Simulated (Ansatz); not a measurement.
Born–Oppenheimer molecular dynamics of BrH5OSi (8 atoms, charge 0, multiplicity 1). It starts at the highest image of a converged band, a first-order saddle point between two minima.

The calculation used Ansatz 0.2.0, RKS PBE-D4/def2-SVP.

| Property | Result |
| --- | --- |
| ensemble | NVE (velocity Verlet) |
| time step | 0.5 fs |
| steps asked | 200 |
| starting velocities drawn for | 100 K |
| seed | 4696 |

First frame:

```xyz
8
Properties=species:S:1:pos:R:3
Si 0.120 0.556 -0.186
H 0.471 -0.751 -1.352
H 1.273 1.199 -0.905
H -1.163 1.129 -0.685
O 0.680 0.589 1.374
H -0.104 -1.186 -0.822
Br -1.381 -1.574 0.625
H 0.106 0.038 1.951
```

**Question.** How far do the bonds stretch over the last three quarters of this one trajectory? (Pairs bonded in most of those frames.)

**Answer.** 
```tsv
bond	mean (Å)	spread (Å)	shortest	longest
Si1–H3	1.501	0.006	1.49	1.51
Si1–H4	1.507	0.016	1.48	1.54
Si1–O5	1.671	0.023	1.62	1.73
Si1–Br7	2.318	0.215	2.00	2.67
H2–H6	0.770	0.009	0.76	0.80
O5–H8	0.976	0.004	0.97	0.99
```

Mean temperature of the second half: 1718 K. The conserved energy stayed within 0.029 meV per atom of its start (net change 0.0083 meV per atom), so the integration is sound. The system heated up, since it started high on the potential surface and ran downhill. A run of 0.1 ps of so small a system gives no equilibrium averages. The orbitals stay closed-shell, which can raise the energy where a bond breaks towards radicals; this wasn't checked here.

Time of the run: 4.1 min on 2 threads of Arm Neoverse V2 (shared host), peak memory 0.12 GiB.
